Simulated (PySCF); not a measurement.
# Computed records: AlGeH3N2, AlGeH4NO, BClGeH2N, BClGeH3N and others

Computed with PySCF 2.14.0. Calculation on a computer-drawn molecule: the log of a Hartree-Fock and frozen-core CCSD(T) single point meant for a local Hartree-Fock minimum, with one planted fault or none, to be diagnosed. Offsets are logged minus clean, where the clean run is the same molecule without the fault. The reference is restricted for singlets and unrestricted otherwise, and also for a bond in bohr or an excited solution. Adding or removing an electron swaps singlet and doublet. The excited solution moves the top pair (singlet) or top alpha electron (doublet) to the lowest empty orbital. Highest occupied and lowest empty are orbital energies over both spins, largest force is the largest gradient component, triples share is (T) over the correlation energy, the T1 limit is 0.02 restricted and 0.045 unrestricted, electrons count all cores, a negative frequency is imaginary (commonest isotopes), and the dipole is about the centre of nuclear charge; on germanium a core potential holds 10 electrons, which the energies leave out, and 3d is frozen in MP2 and coupled-cluster steps.

Common to all runs: meant multiplicity 1; meant basis cc-pV(D+d)Z; meant basis and core potential on germanium cc-pVDZ-PP ECP10MDF; logged SCF converged yes; logged CC converged yes; logged SCF stable within its kind yes; possible faults no fault, one electron removed, one electron added, multiplicity raised by two, geometry at a saddle point, SCF held on an excited solution, minimal basis STO-3G, one bond length entered in bohr, all coordinates scaled.

(1) AlGeH3N2

Logged structure:
```xyz
7
AlGeH3N2
N     -0.1346    -0.2176    -2.0570
Al    -0.4106     0.8433    -0.9053
N     -0.7124     2.0308     0.3747
Ge    -1.8294     1.8455     1.8436
H      0.0184    -0.8957    -2.7609
H     -0.2274     2.9116     0.3089
H     -1.5297     3.2855     2.4431
```

```
meant charge                         : 0
logged electrons                     : 63
logged basis functions               : 89
logged spin squared                  : 0.7646
logged highest occupied              : -0.70642 eV
logged lowest empty                  : 5.9654 eV
logged largest force                 : 0.056666 hartree/bohr
logged T1 diagnostic                 : 0.02094
logged D1 diagnostic                 : 0.061587
logged triples share                 : 0.03339
logged dipole magnitude              : 2.766 debye
logged energy HF                     : -645.91581 hartree
logged energy CCSD(T)                : -646.44488 hartree
planted fault                        : one electron added
HF energy offset from clean run      : 0.3274 kcal/mol
CCSD(T) energy offset from clean run : -1.887 kcal/mol
```

Drawn bonds:
```csv
atom,other atom,order
1,2,2
2,3,1
3,4,1
1,5,1
3,6,1
4,7,1
```

(2) AlGeH4NO

Logged structure:
```xyz
8
AlGeH4NO
N     -0.5893    -0.2404    -0.8966
Ge     0.0834    -1.4615     0.0689
Al     2.3652    -1.0202     0.9285
O      3.0134    -2.2441     1.8916
H     -1.5205    -0.4477    -1.2329
H     -0.6778    -2.7626     0.3903
H      3.1680     0.2933     0.6140
H      3.8527    -2.2919     2.3187
```

```
meant charge                         : 0
logged electrons                     : 63
logged basis functions               : 94
logged spin squared                  : 0.7559
logged highest occupied              : -16.01 eV
logged lowest empty                  : -6.8796 eV
logged largest force                 : 0.074033 hartree/bohr
logged T1 diagnostic                 : 0.017917
logged D1 diagnostic                 : 0.065985
logged triples share                 : 0.022836
logged dipole magnitude              : 2.1831 debye
logged energy HF                     : -666.67463 hartree
logged energy CCSD(T)                : -667.17656 hartree
planted fault                        : one electron removed
HF energy offset from clean run      : 167.9 kcal/mol
CCSD(T) energy offset from clean run : 209 kcal/mol
```

Drawn bonds:
```csv
atom,other atom,order
1,2,2
2,3,1
3,4,1
1,5,1
2,6,1
3,7,1
4,8,1
```

(3) BClGeH2N

Logged structure:
```xyz
6
BClGeH2N
N     -0.8054    -0.1666     0.4103
Ge     0.7785    -0.4409     0.8649
B      1.1855    -1.5209    -0.8747
Cl     1.2743    -2.3165    -2.2841
H     -1.4202     0.3643     1.0142
H      1.8522    -0.2326     1.8972
```

```
meant charge                         : 1
logged electrons                     : 62
logged basis functions               : 84
logged spin squared                  : 0
logged highest occupied              : -15.138 eV
logged lowest empty                  : -5.0446 eV
logged largest force                 : 2.746e-05 hartree/bohr
logged lowest frequency              : 75.728 cm⁻¹
logged T1 diagnostic                 : 0.022478
logged D1 diagnostic                 : 0.064618
logged triples share                 : 0.042542
logged dipole magnitude              : 3.1111 debye
logged energy HF                     : -832.84266 hartree
logged energy CCSD(T)                : -833.36288 hartree
planted fault                        : no fault
HF energy offset from clean run      : 0 kcal/mol
CCSD(T) energy offset from clean run : 0 kcal/mol
```

Drawn bonds:
```csv
atom,other atom,order
1,2,2
2,3,1
3,4,1
1,5,1
2,6,1
```

Notes: T1 above single-reference limit.

(4) BClGeH2N

Structure as in entry 3.

```
meant charge                         : 1
logged electrons                     : 62
logged basis functions               : 84
logged spin squared                  : 2.0176
logged highest occupied              : -12.736 eV
logged lowest empty                  : -5.8544 eV
logged largest force                 : 0.13537 hartree/bohr
logged T1 diagnostic                 : 0.017969
logged D1 diagnostic                 : 0.050363
logged triples share                 : 0.032279
logged dipole magnitude              : 1.928 debye
logged energy HF                     : -832.80602 hartree
logged energy CCSD(T)                : -833.2698 hartree
planted fault                        : multiplicity raised by two
HF energy offset from clean run      : 23 kcal/mol
CCSD(T) energy offset from clean run : 58.41 kcal/mol
```

Drawn bonds:
```csv
atom,other atom,order
1,2,2
2,3,1
3,4,1
1,5,1
2,6,1
```

(5) BClGeH3N

Logged structure:
```xyz
7
BClGeH3N
N     -0.4455    -1.3313    -2.1920
Ge    -0.1291     0.1214    -1.3921
B      1.6967     1.1276    -1.3127
Cl     1.8314     2.6329    -0.4260
H      0.3680    -1.7052    -2.6623
H     -1.2972     0.7624    -0.6528
H      2.6735     0.7144    -1.8557
```

```
meant charge                         : 0
logged electrons                     : 64
logged basis functions               : 89
logged spin squared                  : 2.0195
logged highest occupied              : -7.297 eV
logged lowest empty                  : -0.40224 eV
logged largest force                 : 0.13213 hartree/bohr
logged T1 diagnostic                 : 0.016867
logged D1 diagnostic                 : 0.075503
logged triples share                 : 0.02749
logged dipole magnitude              : 1.895 debye
logged energy HF                     : -833.68911 hartree
logged energy CCSD(T)                : -834.18039 hartree
planted fault                        : multiplicity raised by two
HF energy offset from clean run      : 22.55 kcal/mol
CCSD(T) energy offset from clean run : 56.79 kcal/mol
```

Drawn bonds:
```csv
atom,other atom,order
1,2,2
2,3,1
3,4,1
1,5,1
2,6,1
3,7,1
```

(6) BClGeH3N

Logged structure:
```xyz
7
BClGeH3N
N     -0.4455    -1.3313    -2.1920
Ge    -0.1291     0.1214    -1.3921
B      1.6967     1.1276    -1.3127
Cl     1.9513     3.9723     0.3628
H      0.3680    -1.7052    -2.6623
H     -1.2972     0.7624    -0.6528
H      2.6735     0.7144    -1.8557
```

```
meant charge                         : 0
logged electrons                     : 64
logged basis functions               : 89
logged spin squared                  : 1.4857
logged highest occupied              : -8.8092 eV
logged lowest empty                  : -0.60272 eV
logged largest force                 : 0.062614 hartree/bohr
logged T1 diagnostic                 : 0.072848
logged D1 diagnostic                 : 0.31843
logged triples share                 : 0.036469
logged dipole magnitude              : 1.5073 debye
logged energy HF                     : -833.59558 hartree
logged energy CCSD(T)                : -834.09993 hartree
planted fault                        : one bond length entered in bohr, row 3 of the drawn bonds
HF energy offset from clean run      : 81.24 kcal/mol
CCSD(T) energy offset from clean run : 107.3 kcal/mol
```

Drawn bonds:
```csv
atom,other atom,order
1,2,2
2,3,1
3,4,1
1,5,1
2,6,1
3,7,1
```

Notes: T1 above single-reference limit.

(7) BClGeH3N

Logged structure:
```xyz
7
BClGeH3N
N     -0.4638    -1.3859    -2.2819
Ge    -0.1344     0.1264    -1.4492
B      1.7663     1.1738    -1.3665
Cl     1.9065     2.7409    -0.4435
H      0.3831    -1.7751    -2.7714
H     -1.3504     0.7936    -0.6795
H      2.7831     0.7436    -1.9318
```

```
meant charge                         : 0
logged electrons                     : 64
logged basis functions               : 89
logged spin squared                  : 0
logged highest occupied              : -9.4969 eV
logged lowest empty                  : 0.0036732 eV
logged largest force                 : 0.030772 hartree/bohr
logged T1 diagnostic                 : 0.022847
logged D1 diagnostic                 : 0.088285
logged triples share                 : 0.03931
logged dipole magnitude              : 2.5993 debye
logged energy HF                     : -833.71382 hartree
logged energy CCSD(T)                : -834.26853 hartree
planted fault                        : all coordinates scaled, by +4.1 %
HF energy offset from clean run      : 7.04 kcal/mol
CCSD(T) energy offset from clean run : 1.475 kcal/mol
```

Drawn bonds:
```csv
atom,other atom,order
1,2,2
2,3,1
3,4,1
1,5,1
2,6,1
3,7,1
```

Notes: T1 above single-reference limit.

(8) ClGeH2N

Logged structure:
```xyz
5
ClGeH2N
N      0.3609     2.5562    -0.0474
Ge     1.6607     1.8189     0.6937
Cl     2.1134    -0.2849     0.7699
H     -0.2782     1.9256    -0.5097
H      2.7474     2.5443     1.4455
```

```
meant charge                         : 0
logged electrons                     : 58
logged basis functions               : 70
logged spin squared                  : 0
logged highest occupied              : -10.33 eV
logged lowest empty                  : 1.7195 eV
logged largest force                 : 4.383e-06 hartree/bohr
logged lowest frequency              : 211.92 cm⁻¹
logged T1 diagnostic                 : 0.01931
logged D1 diagnostic                 : 0.063517
logged triples share                 : 0.034796
logged dipole magnitude              : 1.5576 debye
logged energy HF                     : -808.47539 hartree
logged energy CCSD(T)                : -808.92176 hartree
planted fault                        : no fault
HF energy offset from clean run      : 0 kcal/mol
CCSD(T) energy offset from clean run : 0 kcal/mol
```

Drawn bonds:
```csv
atom,other atom,order
1,2,2
2,3,1
1,4,1
2,5,1
```
